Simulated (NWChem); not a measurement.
System: CaO; SMILES [O]=[Ca]

The following NWChem deck was run.

```
start job
memory heap 200 mb stack 900 mb global 1100 mb
geometry units angstroms noautosym nocenter noautoz
  Ca     0.000000     0.000000    -0.622636
  O      0.000000     0.000000     1.413507
end
basis spherical bse
  * library x2c-svpall-s
end
relativistic
  zora on
  zora:cutoff 1d-30
end
dft
  xc xpbe96 cpbe96
  grid fine
  iterations 150
end
property
  shielding
end
task dft property
```

Output (shortened):

```
             Northwest Computational Chemistry Package (NWChem) 7.3.0
             --------------------------------------------------------

                             Geometry "geometry" -> ""
                             -------------------------

 Output coordinates in angstroms (scale by  1.889725989 to convert to a.u.)

  No.       Tag          Charge          X              Y              Z
 ---- ---------------- ---------- -------------- -------------- --------------
    1 Ca                  20.0000     0.00000000     0.00000000    -0.62263600
    2 O                    8.0000     0.00000000     0.00000000     1.41350700

 Effective nuclear repulsion energy (a.u.)      41.5827178346

  pbe96 is a nonlocal functional; adding pw91lda local functional.
                              NWChem Property Module
                              ----------------------

  itol2e modified to match energy
  convergence criterion.

                                 NWChem DFT Module
                                 -----------------

 Summary of "ao basis" -> "ao basis" (spherical)
 ------------------------------------------------------------------------------
       Tag                 Description            Shells   Functions and Types
 ---------------- ------------------------------  ------  ---------------------
 Ca                       x2c-svpall-s              11       27   5s4p2d
 O                        x2c-svpall-s               7       17   3s3p1d

  itol2e modified to match energy
  convergence criterion.

            General Information
            -------------------
          SCF calculation type: DFT
          Wavefunction type:  closed shell.
          No. of atoms     :     2
          No. of electrons :    28
           Alpha electrons :    14
            Beta electrons :    14
          Charge           :     0
          Spin multiplicity:     1
          Use of symmetry is: off; symmetry adaption is: off
          Maximum number of iterations: 150
          AO basis - number of functions:    44
                     number of shells:    18
          Convergence on energy requested:  1.00D-07
          Convergence on density requested:  1.00D-05
          Convergence on gradient requested:  5.00D-04

              XC Information
              --------------
          PerdewBurkeErnzerhof Exchange Functional  1.000
            Perdew 1991 LDA Correlation Functional  1.000 local
           PerdewBurkeErnz. Correlation Functional  1.000 non-local

             Grid Information
             ----------------
          Grid used for XC integration:  fine
          Radial quadrature: Mura-Knowles
          Angular quadrature: Lebedev.
          Tag              B.-S. Rad. Rad. Pts. Rad. Cut. Ang. Pts.
          ---              ---------- --------- --------- ---------
          Ca                  1.80      140          12.0       974
          O                   0.60       70           8.0       590
          Grid pruning is: on
          Number of quadrature shells:   210
          Spatial weights used:  Erf1

      Superposition of Atomic Density Guess
      -------------------------------------

 Sum of atomic energies:        -750.78523820
          Performing ZORA calculations
          ----------------------------

       Generating atomic ZORA corrections
       ----------------------------------

      Superposition of Atomic Density Guess
      -------------------------------------

 Sum of atomic energies:        -750.78523820

      Non-variational initial energy
      ------------------------------

 Total energy =    -750.507865
 1-e energy   =   -1111.889496
 2-e energy   =     319.798913
 HOMO         =      -0.453066
 LUMO         =      -0.158891

[...]

          -----------------------------------------
          Chemical Shielding Tensors (GIAO, in ppm)
          -----------------------------------------

                                NWChem CPHF Module
                                ------------------

  scftype          =     RHF
  nclosed          =       14
  nopen            =        0
  variables        =      420
  # of vectors     =        3
  tolerance        = 0.10D-03
  level shift      = 0.00D+00
  max iterations   =       50
  max subspace     =       30

 SCF residual:    2.4811691610072055E-003

Iterative solution of linear equations
  No. of variables      420
  No. of equations        3
  Maximum subspace       30
        Iterations       50
       Convergence  1.0D-04

   iter   nsub   residual    time
   ----  ------  --------  ---------
     1      3    1.60D-03      21.7
     2      6    9.45D-07      22.2

      Atom:    1  Ca
        Diamagnetic
   1421.6287     -0.0000      0.0000
     -0.0000   1421.6287     -0.0000
      0.0000     -0.0000   1422.7408

        Paramagnetic
   -229.9809     -0.0000     -0.0001
     -0.0000   -229.9809      0.0000
     -0.0001      0.0000      1.5965

        Total Shielding Tensor
   1191.6478     -0.0000     -0.0001
     -0.0000   1191.6478      0.0000
     -0.0001      0.0000   1424.3373

           isotropic =    1269.2109
          anisotropy =     232.6895

          Principal Components and Axis System
                 1           2           3
             1424.3373   1191.6478   1191.6478

      1        -0.0000      0.8224      0.5689
      2         0.0000     -0.5689      0.8224
      3         1.0000      0.0000      0.0000

      Atom:    2  O
        Diamagnetic
    393.7802      0.0000      0.0000
      0.0000    393.7802      0.0000
      0.0000      0.0000    411.4896

        Paramagnetic
  -1191.3228     -0.0000     -0.0001
     -0.0000  -1191.3228      0.0004
     -0.0001      0.0004      0.0877

        Total Shielding Tensor
   -797.5427     -0.0000     -0.0001
     -0.0000   -797.5427      0.0004
     -0.0001      0.0004    411.5773

           isotropic =    -394.5027
          anisotropy =    -604.5600

          Principal Components and Axis System
                 1           2           3
             -797.5427   -797.5427    411.5773

      1         0.7019      0.7123     -0.0000
      2         0.7123     -0.7019      0.0000
      3        -0.0000      0.0000      1.0000
```

Level: PBE/x2c-SVPall-s, scalar ZORA without spin-orbit coupling, GIAO. Structure relaxed at the B3LYP/6-31G* (spherical d) level. The printed shielding anisotropy is the first printed principal value minus the mean of the other two.
